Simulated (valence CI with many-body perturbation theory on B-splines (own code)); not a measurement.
**Questions on Fe11+**

Level of theory: valence CI with perturbative core correlation (CI+MBPT): five valence electrons over a frozen Dirac-Fock core [Ne], radial functions for each j: 9 s, 9 p, 8 d, 6 f, 3 g, 1 h, with the one-electron correlation potential Σ1 (screened to all orders), the two-electron term Σ2, the three-electron term Σ3, Breit, model QED; selected single and double excitations, second order for the rest, scaled by the run's own slope (own B-spline code, finite nucleus).

No measured spectrum was set against this ion. As an estimate, levels of excited configurations hold to 0.05 to 0.15 % of their energy, terms of the ground configuration to about 0.5 %. Among the levels kept, up to 1600 cm⁻¹ of a level comes from second order outside the variational space, and about a tenth of that is noise between levels of different J, which matters for small intervals.

Rates and lifetimes use the calculated energies. Strong lines usually hold to 10 to 20 %, long lifetimes can be off by a factor of two.

What is the ground level?

3s²3p³ ⁴S°_3/2, composition 94 % 3s²3p³ ⁴S° + 2 % 3s²3p³ ²P° + 2 % 3s3p³3d ⁴S°, g = 1.982.

What is the ionisation energy?

327.31 eV; NIST lists 330.8 ± 0.6 eV (semi-empirical).

What are the static dipole polarisabilities of the lowest levels?

3s²3p³ ⁴S°_3/2 0.373; 3s²3p³ ²D°_3/2 0.368 (tensor 0.023); 3s²3p³ ²D°_5/2 0.370; 3s²3p³ ²P°_1/2 0.363 bohr³, of which the core gives 0.00562.

Among levels below 547570 cm⁻¹, which E1 lines absorb most strongly from the ground level?

to 3s²3p²3d ⁴P_5/2 at 19.50 nm, f = 0.715; to 3s²3p²3d ⁴P_3/2 at 19.34 nm, f = 0.479; to 3s²3p²3d ⁴P_1/2 at 19.23 nm, f = 0.231.

Where does the other parity begin?

At 3s3p⁴ ⁴P_5/2, 274360 cm⁻¹.
